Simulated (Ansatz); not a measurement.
The same molecule with X = B, Al, Ga, In. Ansatz, PBE0-D4/def2-TZVP geometries, multiplicity 1.

Elements past krypton have def2 core potentials. Scalar relativity is left out up to krypton.

```json
{"X": "B", "molecule": "`BCl`", "mean X–Cl bond length / Å": "1.733", "mean X–H bond length / Å": "1.190", "LUMO energy (B3LYP/def2-TZVPP) / eV": "-2.04", "HOMO energy (ωB97M-V/def2-TZVPP) / eV": "-10.92", "HOMO–LUMO gap (ωB97M-V/def2-TZVPP) / eV": "11.13"}
{"X": "Al", "molecule": "`[AlH2][Cl]`", "mean X–Cl bond length / Å": "2.097", "mean X–H bond length / Å": "1.575", "LUMO energy (B3LYP/def2-TZVPP) / eV": "-1.85", "HOMO energy (ωB97M-V/def2-TZVPP) / eV": "-10.77", "HOMO–LUMO gap (ωB97M-V/def2-TZVPP) / eV": "10.78"}
{"X": "Ga", "molecule": "`[Cl][GaH2]`", "mean X–Cl bond length / Å": "2.149", "mean X–H bond length / Å": "1.556", "LUMO energy (B3LYP/def2-TZVPP) / eV": "-2.11", "HOMO energy (ωB97M-V/def2-TZVPP) / eV": "-10.66", "HOMO–LUMO gap (ωB97M-V/def2-TZVPP) / eV": "10.56"}
```

(1) Give the row for X = In, `[Cl][InH2]`. (An estimate is asked.)

Answers

(1) The calculation gave: 
```json
{"X": "In", "molecule": "`[Cl][InH2]`", "mean X–Cl bond length / Å": "2.343", "mean X–H bond length / Å": "1.705", "LUMO energy (B3LYP/def2-TZVPP) / eV": "-2.27", "HOMO energy (ωB97M-V/def2-TZVPP) / eV": "-10.42", "HOMO–LUMO gap (ωB97M-V/def2-TZVPP) / eV": "9.96"}
```

From B to In the mean X–Cl bond length rises at each step, by 0.610 Å in all; the mean X–H bond length isn't monotonic: highest at In, lowest at B; the LUMO energy (B3LYP/def2-TZVPP) isn't monotonic: highest at Al, lowest at In; the HOMO energy (ωB97M-V/def2-TZVPP) rises at each step, by 0.50 eV in all; the HOMO–LUMO gap (ωB97M-V/def2-TZVPP) falls at each step, by 1.17 eV in all. Bonds lengthen as the atom grows down the group.

B3LYP here is the variant with VWN-RPA as its local correlation; programs differ in this.
